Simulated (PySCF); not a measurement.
Isomers of C6H8O3Si, one GFN2-xTB conformer each. Single-point energies are computed at PBE0/pcSseg-1 (PySCF, gas phase, no added dispersion term), electronic only.

Question: Rank them by PBE0/pcSseg-1 energy, lowest first (kJ/mol).
A. `[CH3:1][O:2][C:3](=[O:4])[c:5]1[cH:6][o:7][c:8]([SiH3:9])[cH:10]1` with C1–O2–C3–O4 0°, O2–C3–C5–C6 180°
B. `[CH3:1][SiH2:2][c:3]1[cH:4][cH:5][c:6]([C:7](=[O:8])[OH:9])[o:10]1` with C1–Si2–C3–C4 -44°, C5–C6–C7–O8 -1°, C6–C7–O9–H 180°

Answer: B (0.0), A (69.3).

As drawn, the lower has an O–H bond, which the higher lacks. GFN2-xTB itself gives, in the same order: 12.8, 0.0. GFN2-xTB puts COC(=O)c1coc([SiH3])c1 lowest instead.

Which frontier levels, dipoles and rotational constants go with these structures?

```json
{"SMILES": "C[SiH2]c1ccc(C(=O)O)o1", "HOMO (eV, PBE0/pcSseg-1)": "-7.08", "LUMO (eV)": "-1.44", "dipole (D)": "2.58", "A, B, C (MHz)": "3068, 560.9, 492.6"}
{"SMILES": "COC(=O)c1coc([SiH3])c1", "HOMO (eV, PBE0/pcSseg-1)": "-7.08", "LUMO (eV)": "-0.93", "dipole (D)": "1.95", "A, B, C (MHz)": "3163, 538.8, 464.2"}
```
